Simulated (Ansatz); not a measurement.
Job for Ansatz (a quantum-chemistry and plane-wave program): R-CCSD(T)/def2-TZVPP on F2HOSb (SMILES [OH][Sb]([F])[F]), a point of a torsion scan. Elements past Kr take the def2 small-core potentials; no spin–orbit coupling. The run froze 12 orbitals, filled d shells among them.

Ansatz 0.2 input:
```yaml
crystal:
  periodic: [false, false, false]
  atoms:
    - {symbol: O, position_ang: [1.01039492, -0.63533672, 0.05159872]}
    - {symbol: Sb, position_ang: [-0.46039289, 0.31888083, 0.79459298]}
    - {symbol: F, position_ang: [-1.35122771, -1.40330427, 1.01672920]}
    - {symbol: F, position_ang: [-1.28829791, 0.52971225, -0.99774739]}
    - {symbol: H, position_ang: [1.75349348, -0.10105204, -0.22422689]}
basis:
  gaussian:
    orbitals: def2-TZVPP
magnetization: {spin_polarized: false}
correlation: {method: ccsd_t, electrons: outside_noble_gas}
scf: {lower_state_search: off}
```

The head of its log:

```
WARN ansatz: RAYON_NUM_THREADS=1 ignored (pool sized by the plan → 1); use --threads N
Functional definition: HF
these checks for a lower state are left out or cut short: stability, starts, cluster_reference, orbital_swaps, neighbouring_geometries, increment
integrals: 0.39 GiB planned
1157 factors; integrals over basis functions are off by at most 8.6e-4 eV
mean field: 0.47 GiB planned
mean field evaluation 1: about -13975.1035 eV, gradient 5.5e1 eV
mean field evaluation 2: about -13975.2679 eV, gradient 5.6e1 eV
mean field evaluation 4: about -13980.5981 eV, gradient 2.6e0 eV
mean field evaluation 8: about -13980.6624 eV, gradient 3.6e-1 eV
mean field evaluation 16: about -13980.6629 eV, gradient 1.5e-6 eV
mean field -13980.66289537 eV, -513.7798849711 hartree, gradient 1.5e-6 eV, S^2 0.000000; 0 other end points of the search recorded, 0 dependent functions left out
12 core orbitals not correlated
reference -13980.66289537 eV, -513.7798849711 hartree; 13, 13 occupied and 132, 132 virtual orbitals, 1157 factors
```

Question: What total energy does the run end on?

Answer: -514.6844 hartree (reference determinant -513.7799, T1 diagnostic 0.016).
